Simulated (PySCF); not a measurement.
A structure optimised at PBE-D3(BJ)/def2-SVP, used in a PySCF frequency run:

```xyz
10

O     -1.9512     0.7681    -1.7120
C     -1.8207     0.3515    -0.5793
C     -0.6819     0.7231     0.3381
C      0.4497     1.5393    -0.2198
C      1.4799     0.6663    -0.2129
Se     0.5801    -0.8757     0.5177
H     -2.5685    -0.3620    -0.1148
H     -1.0472     0.9970     1.3517
H      0.4054     2.5780    -0.5795
H      2.5333     0.7349    -0.5194
```
Charge 0, spin multiplicity 1.

Problem. Write its SMILES and formula.

Solution. O=C[C@@H]1C=C[Se]1, C₄H₄OSe

Problem. What are its rotational constants (standard atomic weights)?

Solution. 4.6404, 1.7824, 1.4440 GHz
